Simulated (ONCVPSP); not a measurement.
**Before and after: ONCV potential for Rb (Z = 37)**

Rb (Z = 37), optimised norm-conserving Vanderbilt (ONCV), made with ONCVPSP 4.0.1 (LDA (Perdew-Wang 92), scalar-relativistic). Core [Ar] 3d10, reference 4s2 4p6 5s1. Waves: 4s+5s: rc 2.35 bohr, ncon 4, nbas 9, qcut 5.2 1/bohr, 2 projectors; 4p: rc 2.35 bohr, ncon 4, nbas 8, qcut 7.2 1/bohr, 2 projectors, debl 2.2 Ha; d scattering state at 0.19 Ha: rc 2.15 bohr, ncon 4, nbas 9, qcut 4.3 1/bohr, 2 projectors, debl 0.8 Ha. Local part: polynomial inside 1.95 bohr (lpopt 5, dvloc0 4 Ha). Core correction: none.

Change: s: rc 3.

Cutoffs: the cutoffs (Ha) at which the residual kinetic energy of the hardest occupied pseudo-wave falls to 1 and 0.1 mHa per electron; they do not see the model core or the augmentation charge, which bear on the density cutoff. Errors are all-electron minus pseudo energies relative to the spin-unpolarised reference configuration.

Question: What does the change do?

Answer: The potential gets softer (8.3 Ha and 13 Ha → 6.8 Ha and 13 Ha); of the 4 tests that both files solve, the error grows in 1 and shrinks in 0 by more than 15 % and 0.3 meV (median size 0.1 → 0.2 meV); neither file shows a bound ghost. A larger radius leaves more room for a smooth pseudo-wave, so fewer plane waves are needed.

| quantity | base | changed |
| --- | --- | --- |
| cutoff, loose | 8.3 Ha | 6.8 Ha |
| cutoff, tight | 13 Ha | 13 Ha |
| loose cutoff by channel | s 8.3 Ha, p 6.8 Ha | s 3.5 Ha, p 6.8 Ha |
| bound ghosts | none | none |
| GHOST(+) flags under 300 eV | none | none |
| error for 4s2 4p6 5s0, meV [ΔE 4.27 eV] | -0.2 | -0.3 |
| error for 4s2 4p6 5s0.5, meV [ΔE 1.66 eV] | -0.1 | -0.1 |
| error for 4s2 4p6 5s0 5p1, meV [ΔE 1.62 eV] | +0.1 | 0.0 |
| error for 4s1 4p6 5s1, meV [ΔE 37.84 eV] | -102 | -235 |
| p: phases at 2.39 bohr within 0.05 rad from the reference energy up to (Ha; the scan ends near 5) | to the end of the scan | to the end of the scan |
| d: phases at 2.19 bohr within 0.05 rad from the reference energy up to (Ha; the scan ends near 5) | to the end of the scan | to the end of the scan |
